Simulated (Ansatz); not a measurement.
Mulliken charges of CH2ClF2NSi (`F/C=N/[SiH](F)Cl`) from B3LYP/def2-TZVPP in Ansatz (PBE0-D4/def2-TZVP geometry).

| atom | x (Å) | y (Å) | z (Å) | charge (e) |
| --- | --- | --- | --- | --- |
| F1 | -2.056 | -0.570 | 1.722 | -0.156 |
| C2 | -0.898 | -0.227 | 1.170 | 0.123 |
| N3 | -0.714 | -0.337 | -0.049 | -0.219 |
| Si4 | 0.689 | 0.029 | -0.946 | 0.723 |
| F5 | 1.897 | 0.450 | 0.003 | -0.311 |
| Cl6 | 0.285 | 1.599 | -2.165 | -0.216 |
| H7 | -0.215 | 0.135 | 1.942 | 0.121 |
| H8 | 1.105 | -1.137 | -1.735 | -0.065 |

By hand: the dipole of these point charges (1 e Å = 4.8032 D).

Σ q r = (0.115, -0.239, 0.017) e Å, of length 0.266 e Å = 1.28 D.

How does the dipole of the full density compare? (Best estimate.)

Computed: (0.141, -0.076, 0.206) e Å, 1.25 D; the point charges give 1.02 times that, at 57° from its direction.

Point charges leave out the atoms' own dipoles, such as those of lone pairs, and Mulliken's split depends on the basis, so the two needn't agree.

B3LYP here is the variant with VWN-RPA as its local correlation; programs differ in this.
